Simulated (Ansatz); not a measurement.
A run for Ansatz (a program for electronic structure): R-CCSD(T)/cc-pV(D+d)Z on C3H9Al (SMILES [CH3][Al]([CH3])[CH3]), a point of a bond scan (R = 1.096 Å). Files ending in .json are basis or fitting sets from the Basis Set Exchange.

Ansatz 0.2 input:
```yaml
crystal:
  periodic: [false, false, false]
  atoms:
    - {symbol: Al, position_ang: [-0.00545072, 0.00321689, 0.00621685]}
    - {symbol: C, position_ang: [-1.37694529, -1.39163355, -0.14691927]}
    - {symbol: H, position_ang: [-1.25762994, -1.93679857, -1.09051443]}
    - {symbol: H, position_ang: [-2.38593197, -0.96907901, -0.16620752]}
    - {symbol: H, position_ang: [-1.33411409, -2.12920174, 0.65757840]}
    - {symbol: C, position_ang: [-0.15044393, 1.64610507, -1.05639740]}
    - {symbol: H, position_ang: [0.79086087, 1.88141774, -1.56277165]}
    - {symbol: H, position_ang: [-0.36707720, 2.50233223, -0.40734550]}
    - {symbol: H, position_ang: [-0.93818372, 1.60491701, -1.81189978]}
    - {symbol: C, position_ang: [1.52994891, -0.25594771, 1.20008060]}
    - {symbol: H, position_ang: [2.11111240, 0.65534719, 1.35815232]}
    - {symbol: H, position_ang: [2.21239517, -1.00533961, 0.78245430]}
    - {symbol: H, position_ang: [1.22406953, -0.63655760, 2.17915126]}
basis:
  gaussian:
    orbitals: cc-pV_D+d_Z.json
    pivot_positions_ang: [[-0.00545072, 0.00321689, 0.00621685], [-1.37694529, -1.39163355, -0.14691927], [-1.25762994, -1.93679857, -1.09051443], [-2.38593197, -0.96907901, -0.16620752], [-1.33411409, -2.12920174, 0.65757840], [-0.15044393, 1.64610507, -1.05639740], [0.79086087, 1.88141774, -1.56277165], [-0.36707720, 2.50233223, -0.40734550], [-0.93818372, 1.60491701, -1.81189978], [1.52994891, -0.25594771, 1.20008060], [2.11111240, 0.65534719, 1.35815232], [2.21239517, -1.00533961, 0.78245430], [1.22406953, -0.63655760, 2.17915126]]
magnetization: {spin_polarized: false}
correlation: {method: ccsd_t, electrons: outside_noble_gas}
scf: {lower_state_search: off}
output: {orbitals: {seedname: ./end}}
```

The head of its log:

```
WARN ansatz: RAYON_NUM_THREADS=6 ignored (pool sized by the plan → 6); use --threads N
Functional definition: HF
these checks for a lower state are left out or cut short: stability, starts, cluster_reference, orbital_swaps, neighbouring_geometries, increment
integrals: 0.16 GiB planned
1193 factors; integrals over basis functions are off by at most 2.6e-4 eV
mean field: 0.34 GiB planned
mean field evaluation 1: about -9813.8803 eV, gradient 3.6e1 eV
mean field evaluation 2: about -9813.9414 eV, gradient 3.6e1 eV
mean field evaluation 4: about -9817.3538 eV, gradient 2.6e0 eV
mean field evaluation 8: about -9817.3870 eV, gradient 3.7e-4 eV
mean field -9817.38704581 eV, -360.7823194697 hartree, gradient 2.4e-6 eV, S^2 0.000000; 0 other end points of the search recorded, 0 dependent functions left out
8 core orbitals not correlated
reference -9817.38704581 eV, -360.7823194697 hartree; 12, 12 occupied and 90, 90 virtual orbitals, 1193 factors
```

What total energy does the run end on?

-361.3672 hartree (reference determinant -360.7823, T1 diagnostic 0.008).
